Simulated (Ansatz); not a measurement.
A single point on CH5GaOSi.

```yaml
crystal:
  periodic: [false, false, false]
  atoms:
    - {symbol: C, position_ang: [-0.139519, 0.815067, -0.232334]}
    - {symbol: O, position_ang: [0.569854, 0.487006, -1.390134]}
    - {symbol: Ga, position_ang: [1.511976, -0.178806, -2.758793]}
    - {symbol: Si, position_ang: [-0.245715, -0.684788, 0.913240]}
    - {symbol: H, position_ang: [0.345598, 1.648919, 0.294094]}
    - {symbol: H, position_ang: [-1.151967, 1.159641, -0.485273]}
    - {symbol: H, position_ang: [1.127315, -1.128797, 1.276449]}
    - {symbol: H, position_ang: [-0.930843, -1.800738, 0.206543]}
    - {symbol: H, position_ang: [-0.998199, -0.363604, 2.159108]}
basis:
  gaussian: {orbitals: def2-QZVPP}
correlation: {method: mp2}
```

```sh
$ ansatz run in.yaml --threads 4 --pin off --events-out ev --progress --plain --max-ram 10444MiB
```

Output, abridged:

```
Functional definition: HF
2589 factors; integrals over basis functions are off by at most 7.8e-4 eV
mean field evaluation 1: about -63342.1467 eV, gradient 4.3e1 eV
mean field evaluation 2: about -63342.2420 eV, gradient 4.3e1 eV
mean field evaluation 4: about -63346.6814 eV, gradient 4.5e0 eV
mean field evaluation 8: about -63346.7741 eV, gradient 4.6e-1 eV
mean field evaluation 16: about -63346.7750 eV, gradient 1.0e-6 eV
mean field -63346.77498141 eV, -2327.9510425806 hartree, gradient 1.0e-6 eV, S^2 0.000000; 0 other end points of the search recorded, 0 dependent functions left out
16 core orbitals not correlated: weight in the atoms' cores, before any rotation towards them, 1.000 or more for the frozen orbitals, at most 0.000 for the correlated occupied ones
reference -63346.77498141 eV, -2327.9510425806 hartree; 16, 16 occupied and 391, 391 virtual orbitals, 2589 factors
second order -27.94576483 eV of doubles, -0.00000000 eV of singles
Total energy: -63374.72074624 eV, -2328.9780304959 hartree
```

Hardware: 4 threads of an Arm Neoverse V2 on a shared host. Wall time 17 s, peak host memory 2.2 GiB.
